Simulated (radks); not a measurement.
Neutral rhenium inside a hard spherical wall (all orbitals vanish at R), configuration held at [Xe] 4f14 5d5 6s2 and not refilled when levels cross. Calculated with a radial shooting solver on a logarithmic mesh with Libxc functionals: scalar-relativistic Kohn-Sham, LDA (Slater exchange, Perdew-Wang correlation), spin-polarised, spherical densities, finite nucleus; open shells are filled with parallel spins first (spin-orbit coupling, left out, can overturn this in heavy ions); Fermi nuclear charge, rms radius 5.3698 fm. Eigenvalues in eV for spin up, with the zero of energy where the potential of the charges vanishes at infinity; a dash marks a level that is unbound or too diffuse for the functional's potential to be trusted. A positive occupied level is held by the wall or, in an anion where self-interaction has pushed it up, behind a barrier. The pressure on the wall is -dE/dV.

R (bohr)	E (hartree)	kinetic (hartree)	e(5p)	e(4f)	e(6s)	e(5d)	e(6p, empty)	e(7s, empty)	pressure (GPa)
free	-16679.9392	18420.606	-47.957	-42.408	-6.738	-6.500	-1.683	-0.055	0
15	-16679.9392	18420.606	-47.957	-42.408	-6.738	-6.500	-1.681	0.254	< 0.0001
12	-16679.9392	18420.607	-47.954	-42.406	-6.736	-6.497	-1.663	0.708	0.000454
8	-16679.9359	18420.638	-47.785	-42.235	-6.593	-6.341	-1.251	3.781	0.150
6	-16679.8993	18420.880	-46.815	-41.230	-5.686	-5.465	0.502	11.285	3.26
5	-16679.7957	18421.433	-45.133	-39.427	-3.854	-3.935	3.524	21.624	17.5
4	-16679.3845	18423.270	-41.070	-34.870	1.732	-0.003	11.890	46.024	114
3	-16677.4098	18431.016	-30.791	-22.601	22.411	11.658	40.090	115.34	1090
2.5	-16673.7792	18444.633	-18.767	-8.245	53.834	26.995	79.533	201.43	4410
1.5	-16617.5591	18630.433	97.428	94.977	379.46	174.47	442.40	889.22	185000
